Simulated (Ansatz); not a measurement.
Cost and result up the ladder for the cluster Sn₃H₄ (7 atoms). Charge 0, multiplicity 1. Geometry: PBE-D4/def2-SVP.

Cartesian coordinates in Å:
```
Sn -0.770 -1.520 0.450
Sn -0.849 1.881 0.221
Sn 0.495 0.561 -1.933
H 1.070 1.372 -0.169
H 0.790 -1.396 1.340
H -1.127 0.294 1.257
H 0.390 -1.191 -1.166
```

Ansatz on 4 threads of Arm Neoverse V2 on a shared host. Times are rough, and most runs start from the orbitals of an earlier one. PBE0-D4/def2-TZVP serves as the yardstick here, not as an exact answer. Binding counts from free atoms at the same level (Sn triplet, H doublet; other spins of the atoms weren't run), without zero-point energy or a counterpoise term.

In the def2 sets Sn takes a core potential; there is no spin–orbit coupling. HSE06 is defined as in plane-wave codes, on full-range PBE exchange. Correlated methods freeze 12 core orbitals; core or outer-core shells of Sn are correlated, in sets that lack core-valence functions. Another isomer (singlet) lies 0.38 eV lower at PBE0-D4/def2-TZVP; other spin states weren't run for this one.

Correlated methods converge slowly with the basis.

```json
{"level": "LDA (SPW92)/def2-TZVP", "functions": "174", "wall time": "0.8 s"}
{"level": "PBE-D4/def2-TZVP (with forces)", "functions": "174", "wall time": "1.6 s"}
{"level": "HSE06-D4/def2-TZVP", "functions": "174", "wall time": "2.3 s"}
{"level": "PBE0-D4/def2-TZVP", "functions": "174", "wall time": "2.9 s"}
{"level": "r2SCAN-D4/def2-TZVP", "functions": "174", "wall time": "3.1 s"}
{"level": "CCSD(T)/def2-TZVP", "functions": "174", "wall time": "73 s"}
```

Estimate what each level gives for the binding energy per atom (eV).


```json
{"level": "LDA (SPW92)/def2-TZVP", "binding energy per atom (eV)": "2.55", "difference from PBE0-D4/def2-TZVP (eV)": "0.43"}
{"level": "PBE-D4/def2-TZVP (with forces)", "binding energy per atom (eV)": "2.19", "difference from PBE0-D4/def2-TZVP (eV)": "0.07"}
{"level": "HSE06-D4/def2-TZVP", "binding energy per atom (eV)": "2.12", "difference from PBE0-D4/def2-TZVP (eV)": "0.00"}
{"level": "PBE0-D4/def2-TZVP", "binding energy per atom (eV)": "2.12", "difference from PBE0-D4/def2-TZVP (eV)": "0.00"}
{"level": "r2SCAN-D4/def2-TZVP", "binding energy per atom (eV)": "2.16", "difference from PBE0-D4/def2-TZVP (eV)": "0.04"}
{"level": "CCSD(T)/def2-TZVP", "binding energy per atom (eV)": "2.03", "difference from PBE0-D4/def2-TZVP (eV)": "-0.09"}
```
